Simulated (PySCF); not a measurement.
Species: C2H8OSSi.
SMILES: `CO[SiH2]SC`

Jobs on this species (13 atoms, 58 electrons) with PySCF (density fitting). Hardware of each: Arm Neoverse V2, one thread, shared host. The host was shared with other jobs, so the times are rough.

```json
{"level and settings": "PBE0-D3(BJ)/def2-SVP, grid level 1", "work": "geometry optimisation from a GFN2-xTB start", "basis functions": "118", "SCF cycles": "?", "wall time": "?"}
{"level and settings": "B3LYP/6-31G*", "work": "spin–spin couplings from 11 perturbed nuclei, spin–dipole term for 1 of them", "basis functions": "94", "SCF cycles": "13", "wall time": "9.6 s"}
{"level and settings": "B3LYP/def2-TZVP", "work": "spin–spin couplings from 11 perturbed nuclei, spin–dipole term for 1 of them", "basis functions": "215", "SCF cycles": "14", "wall time": "35 s"}
{"level and settings": "B3LYP/cc-pVTZ", "work": "spin–spin couplings from 11 perturbed nuclei, spin–dipole term for 1 of them", "basis functions": "270", "SCF cycles": "14", "wall time": "51 s"}
```

Task: Fill in the missing figures.

Result: 
- PBE0-D3(BJ)/def2-SVP, grid level 1; geometry optimisation from a GFN2-xTB start: 1.8 min, 154 SCF cycles

Task: What do all jobs in the table cost together?

Result: About 3.4 min; the longest takes about 53 % of that, and about 11 times as long as the shortest.
